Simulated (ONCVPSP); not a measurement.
## Ca: variants of one ONCV potential

Base potential:

| Property | Result |
| --- | --- |
| Element | calcium |
| Generator | ONCVPSP 4.0.1 |
| Type | optimised norm-conserving Vanderbilt (ONCV) |
| Functional | PBE |
| Relativity | scalar-relativistic |
| Frozen core | [Ne] |
| Valence charge | 10 |
| Reference configuration | 3s2 3p6 4s2 |
| Partial waves | 3s+4s: rc 1.55 bohr, ncon 4, nbas 7, qcut 6.3 1/bohr, 3 projectors, debl 2.9 Ha; 3p: rc 1.55 bohr, ncon 5, nbas 10, qcut 10.2 1/bohr, 1 projector; d scattering state at 0.4 Ha: rc 1.65 bohr, ncon 4, nbas 7, qcut 6.9 1/bohr, 2 projectors, debl 2.4 Ha |
| Local potential | polynomial inside 1.20 bohr (lpopt 5, dvloc0 0 Ha) |
| Core correction | none |

In the d channel the program set the typed energies aside and used 0.050, 2.450 Ha.

All-electron outer shells of the reference configuration (PBE, scalar-relativistic, ld1.x):

```
shell  level (eV)  outermost node (bohr)  outermost maximum (bohr)
   3s      -47.09                   0.45                      0.99
   3p      -28.01                   0.42                      1.04
   4s       -3.77                   1.43                      3.42
```

Cutoffs, loose and tight: the cutoffs (Ha) at which the residual kinetic energy of the hardest occupied pseudo-wave falls to 1 and 0.1 mHa per electron. They do not see the model core or the augmentation charge, which bear on the density cutoff. Test errors are all-electron minus pseudo excitation energies from the reference, over the configurations 3s2 3p6 4s1; 3s2 3p6 4s0; 3s2 3p6 4s1.5; 3s1 3p6 4s2. A dash means not determined; rows that change the core or the reference have their own tests.

```tsv
change	outcome	cutoff, loose	cutoff, tight	bound ghosts	GHOST(+) flags above zero	largest test error (meV)
base	generated, projector energies reset by the program	25 Ha	35 Ha	none	s	-36
s: qcut 3.7	generated, projector energies reset by the program	45 Ha	54 Ha	none	none	-95
s: qcut 4.5	generated, projector energies reset by the program	41 Ha	52 Ha	none	s	-78
s: qcut 5.1	generated, projector energies reset by the program	25 Ha	50 Ha	none	s	-61
s: qcut 5.6	generated, projector energies reset by the program	25 Ha	47 Ha	none	s	-49
s: qcut 6.4	generated, projector energies reset by the program	25 Ha	35 Ha	none	s	-35
s: qcut 7.6	generated, projector energies reset by the program	25 Ha	35 Ha	none	s	-22
s: qcut 8.1	generated, projector energies reset by the program	25 Ha	35 Ha	none	s	-18
s: qcut 8.8	generated, projector energies reset by the program	25 Ha	35 Ha	none	none	-13
s: qcut 9.4	generated, projector energies reset by the program	25 Ha	35 Ha	none	s	-7.8
```

Task: What comes out with this change to the base: s: qcut 6.8?

Result: outcome: generated, projector energies reset by the program; cutoff, loose: 25 Ha; cutoff, tight: 35 Ha; bound ghosts: none; GHOST(+) flags above zero: s; largest test error (meV): -30.

Reading the sweep of the qcut of the s channel (base included, trends over the rows without a ghost): The loose cutoff falls from 45 Ha at 3.7 to 25 Ha at 9.4 1/bohr. The median size of the test errors (rows with all tests solved) stays near 0.5 meV.
